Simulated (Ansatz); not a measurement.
Reactions of CH4F2O2Si, SMILES `CO[Si](O)(F)F`.

Isolated molecules relaxed with PBE0-D4/def2-TZVP in Ansatz; ΔE leaves out vibrations. CBS: MP2 limit from def2 TZ/QZ plus the TZ coupled-cluster correction, frozen cores. This one scheme is used for every species, atoms too. DFT in def2-TZVPP. B3LYP here is the variant with VWN-RPA as its local correlation; programs differ in this. No spin–orbit coupling; open shells (•) take unrestricted orbitals. Spin–orbit coupling would lower the free atoms: a little for C, F, O, Si. One conformer a species, not always the lowest.

```tsv
reaction	CCSD(T)/CBS(def2) (eV)
`CO[Si](O)(F)F` → C• + 2 F• + 4 H• + 2 O• + Si•	?
`CO[Si](O)(F)F` + H₂ → `CO[SiH](O)F` + H–F	?
`CO[Si](O)(F)F` + H–F → `CO[Si](F)(F)F` + H₂O	-0.37
`CO[Si](O)(F)F` + H₂S → `CO[Si](F)(F)S` + H₂O	0.58
`CO[Si](O)(F)F` → `CO[Si]F` + `OF`	8.69
`CO[Si](O)(F)F` + `CNCS` → `CNCSC` + `O[Si](O)(F)F`	-0.61
`CO[Si](O)(F)F` + H₂O → `O[Si](O)(F)F` + CH₃OH	?
`CO[Si](O)(F)F` + CH₃NH₂ → `CN[Si](F)(F)OC` + H₂O	0.39
`CO[Si](O)(F)F` + CH₃SH → `CO[Si](F)(F)SC` + H₂O	0.55
`CO[Si](O)(F)F` → `O[SiH](F)F` + `C=O`	2.29
```

(1) Fill in the missing values. (An estimate is asked.)

Largest T1 diagnostic: 0.015, for `C=O`.

## Answers

(1) The calculation gave: `CO[Si](O)(F)F` → C• + 2 F• + 4 H• + 2 O• + Si•: +44.33 eV; `CO[Si](O)(F)F` + H₂ → `CO[SiH](O)F` + H–F: +1.39 eV; `CO[Si](O)(F)F` + H₂O → `O[Si](O)(F)F` + CH₃OH: +0.05 eV.
